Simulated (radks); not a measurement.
Spin polarisation of the 5d9 shell in Pt. Start: [Xe] 4f14 5d(up 4.5, down 4.5) 6s(up 0.5, down 0.5); electrons of 5d are moved from spin down to spin up, other shells keep equal spins. All-electron calculation, non-relativistic Kohn-Sham, PBEsol, spin-polarised, spherical densities, point nucleus. Program: a radial shooting solver on a logarithmic mesh with Libxc functionals.

moment (Bohr magnetons)	E - E(0) (eV)	e(5d up) (eV)	e(5d down) (eV)	6s down minus up (eV)	5p down minus up (eV)
0	0.000	-7.245	-7.245	0.000	0.000
0.25	-0.009	-7.315	-7.173	0.052	0.141
0.5	-0.036	-7.384	-7.100	0.104	0.282
0.75	-0.080	-7.451	-7.025	0.156	0.423
1	-0.142	-7.517	-6.949	0.209	0.565

At moment 1 the spin-polarisation energy is -0.142 eV and the 5d exchange splitting 0.569 eV, that is 0.569 eV per Bohr magneton; E = -I m^2/4 would give I = 0.568 eV.
